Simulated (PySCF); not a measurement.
# Structure elucidation problem

The spectra below were simulated for a compound CH11NSi3.

1H NMR (400 MHz, computed): δ 4.77 (s, 6H), 3.91 (t, 3H), 3.03 (q, 2H).

13C{1H} NMR (computed): δ 36.7 (CH2).

Theoretical values (PySCF 2.14.0 with density-fitted response routines): GFN2-xTB geometry, shieldings: GIAO PBE0/pcSseg-1. One averaged value for each set of equivalent atoms, relativity neglected, one conformer, isolated molecule.

References, each an isolated molecule treated in the same way: TMS for 1H, 13C.

Choose the structure that fits.
A. CN[SiH]([SiH3])[SiH3]
B. [SiH3]CN([SiH3])[SiH3]
C. C[SiH2][Si@@H](N)[SiH3]
D. C[Si@@H]([SiH3])[SiH2]N
E. C[Si@H]([SiH3])N[SiH3]

Answers

B. 

The formula gives 0 degrees of unsaturation. Carbon types of the structure: 1 × CH2, leaving 9 H on heteroatoms. δC 36.7: sp3 CH2 bonded to N and Si; deshielded by the electronegative neighbour. δH 4.77: hydrogen on a silicon bonded to N. δH 3.91: hydrogen on a silicon bonded to C. δH 3.03: hydrogen on an sp3 CH2 bonded to N and Si; its carbon carries N, which withdraws density.

The others: CN[SiH]([SiH3])[SiH3] has carbons computed at 36.7, with a different DEPT pattern; C[SiH2][Si@@H](N)[SiH3] would give 5 signals for carbon-bound and other non-exchanging H, not 3; C[Si@H]([SiH3])N[SiH3] would give 4 signals for carbon-bound and other non-exchanging H, not 3; C[Si@@H]([SiH3])[SiH2]N would give 5 signals for carbon-bound and other non-exchanging H, not 3.

Shifts are as computed. Against solution values, carbons near 30 ppm lie about +3 ppm off and those near 130 ppm about +5 ppm. Of 1309 compounds with measured shifts, 239 miss one by over three times the rms of a fit or turn the order of signals round; such compounds aren't used in these exercises. No couplings were computed; multiplicities are counted from neighbouring protons, with m where these are inequivalent, close in shift, in a saturated or five-membered ring or joined by F or P, and br s for small geminal =CH2 splittings.
